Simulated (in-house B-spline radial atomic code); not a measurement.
RPA and G0W0 on LC-wPBE: B3+

Configuration 1s2, mean-field start LC-wPBE. Computed with an all-electron radial atomic-structure program (B-spline basis): all electrons, non-relativistic, point nucleus, each spin shell either full or empty, empty states to l = 9 with an (l + 1/2)⁻⁴ tail; G0W0 by contour deformation at full frequency.

Relativity, left out, deepens the 1s level by about Z⁴α²/8 hartree.

Command:
```bash
python run_gw.py task.json out
```
Settings (radii: box in bohr, nucleus in fm):
```
Z                        5
electrons                2
configuration            1s2
hamiltonian              nr
method                   lc_wpbe
lmax                     9
spin_polarised           False
box_radius               14.14
intervals                44
ion_configuration        1s1
```

Time taken, with all properties: 1 s on 1 thread of Arm Neoverse N1 (shared host).

Energies (hartree):

```tsv
term	value
mean-field total	-21.99012
Hartree-Fock functional on these orbitals	-21.98464
direct second order	-0.09237
second-order exchange	0.046186
SOSEX correction	0.043824
```

Q: What is the RPA correlation energy, and what remains with SOSEX?

A: RPA gives -0.087646 hartree (-1.19 eV per electron); RPA + SOSEX gives -0.043822, and the second-order doubles -0.046184 hartree (no singles). SOSEX takes back 50 % of the RPA value, the self-correlation of each of the two electrons.

Quasi-particle levels (eV):

```csv
level,occupied,mean field,Σx - vxc,Σc,QP weight,G0W0
1s,yes,-237.42,-22.39,?,?,?
2s,no,-39.12,1.40,-0.16,0.999,-37.89
```

G0W0 = mean field + (Σx - vxc) + Σc, with Σc (partial-wave tail included) taken at the quasi-particle energy.

Q: Where does G0W0 put 1s?

A: At -259.09 eV, with Σc = 0.72 eV and a quasi-particle weight of 0.987. The tabulated removal energy is 259.374 eV (NIST, tabulated theory).

Q: What does it cost to remove one electron (to 1s1) by differences of total energies, each species on its own start (correlation terms add to the Hartree-Fock functional)?

A: LC-wPBE 258.84 eV, Hartree-Fock functional 258.11 eV, + RPA 259.89 eV, + RPA + SOSEX 259.30 eV, + second order 259.37 eV. Tabulated: 259.374 eV (NIST, tabulated theory).
